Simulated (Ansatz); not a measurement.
Consider the hydrogenolysis of the Se–B bond: `B[Se][SiH2]Cl` + H₂ → `Cl[SiH2][SeH]` + BH₃.

Isolated molecules relaxed with PBE0-D4/def2-TZVP in Ansatz; ΔE leaves out vibrations. CCSD(T)/CBS is the MP2 limit (def2-TZVPP, def2-QZVPP) plus CCSD(T) − MP2 in def2-TZVPP, frozen cores. This one scheme is used for every species. For Se outer-core shells are correlated without core-valence functions, which leaves a few kJ/mol of doubt a bond. Scalar relativity is left out up to krypton. One conformer a species, not always the lowest.

```
        species  HF/CBS(def2) energy (Eh)
`B[Se][SiH2]Cl`               -3175.48822
             H₂                  -1.13356
`Cl[SiH2][SeH]`               -3150.20408
            BH₃                 -26.40255
```

(1) Work out ΔE.

Largest T1 diagnostic among the species: 0.012.

Answers

(1) ΔE = (-3150.20408) + (-26.40255) − (-3175.48822) − (-1.13356) = 0.01515 Eh = +39.8 kJ/mol. CCSD(T)/CBS gives +80.2 kJ/mol.

In def2-TZVPP, CCSD(T) changes the Hartree–Fock value by +37.1 kJ/mol (the triples alone add +8.0 kJ/mol) and MP2 by +44.7 kJ/mol. From PBE to PBE0 (25 % exact exchange), in def2-TZVPP and without D4, ΔE moves by −8.1 kJ/mol.
